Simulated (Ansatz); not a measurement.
Relaxation of C2H3BOS (8 atoms, charge 0, multiplicity 1), to a largest force component of 0.02 eV/Å in at most 50 steps.

All numbers below come from Ansatz 0.2.0, RHF/def2-SVP.

```xyz
8
Properties=species:S:1:pos:R:3
B -0.275 1.157 0.058
C 0.588 -0.009 0.552
C 0.219 -1.132 -0.104
S -1.052 -0.865 -1.233
O -1.154 0.729 -0.891
H -0.303 2.287 0.342
H 1.374 -0.035 1.288
H 0.603 -2.131 -0.011
```

Where does it end, and by what steps?

It converged. After 6 steps the energy has fallen by 0.032 eV; H6 moved furthest, 0.04 Å.

```json
{"step": "0", "energy less start (eV)": "0.0000", "largest force component (eV/Å)": "0.930", "accepted": "yes"}
{"step": "1", "energy less start (eV)": "-0.0278", "largest force component (eV/Å)": "0.362", "accepted": "yes"}
{"step": "2", "energy less start (eV)": "-0.0318", "largest force component (eV/Å)": "0.103", "accepted": "yes"}
{"step": "3", "energy less start (eV)": "-0.0320", "largest force component (eV/Å)": "0.092", "accepted": "yes"}
{"step": "4", "energy less start (eV)": "-0.0318", "largest force component (eV/Å)": "0.099", "accepted": "no"}
{"step": "5", "energy less start (eV)": "-0.0325", "largest force component (eV/Å)": "0.027", "accepted": "yes"}
{"step": "6", "energy less start (eV)": "-0.0325", "largest force component (eV/Å)": "0.006", "accepted": "yes"}
```

```xyz
8
Properties=species:S:1:pos:R:3
B -0.283 1.159 0.050
C 0.588 -0.022 0.550
C 0.217 -1.131 -0.104
S -1.064 -0.879 -1.247
O -1.165 0.728 -0.902
H -0.287 2.312 0.363
H 1.375 -0.035 1.291
H 0.618 -2.132 0.000
```

The run took 32 s on 1 thread of AMD EPYC 7R43 64-Core Processor (Zen 3), on a shared host, peak memory 0.18 GiB.
